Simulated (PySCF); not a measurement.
Molecule: sum formula SiNH₃F₃, charge 1, multiplicity 1. It need not be the lowest isomer of its formula. SMILES: [NH3+][Si](F)(F)F
Geometry from a B3LYP-D3(BJ)/def2-TZVP (Ansatz) optimisation:
```
N
H 1 1.0263
H 1 1.0263 2 106.95
H 1 1.0263 2 106.95 3 114.31
Si 1 1.8502 2 111.88 4 122.85
F 5 1.5492 1 103.84 2 -180.00
F 5 1.5492 6 114.46 1 112.51
F 5 1.5492 6 114.46 7 134.98
```
Charge +1, spin multiplicity 1.

Dispersion corrections to the total energy (kcal/mol) from the dftd3 and dftd4 libraries through PySCF: D3(BJ) without and D4 with the three-body term, each with the damping fitted for the functional named.

```
functional  D3(BJ)      D4
----------  ------  ------
PW6B95       -1.48   -2.72
HSE06        -1.92   -2.26
BLYP         -6.60   -6.72
revPBE       -7.91       …
HF          -26.56  -11.26
BHLYP            …   -3.49
PBE0         -2.61       …
```

**Question.** Complete the blanks.

**Answer.** 
- revPBE, D4: -9.76
- BHLYP, D3(BJ): -4.24
- PBE0, D4: -2.45
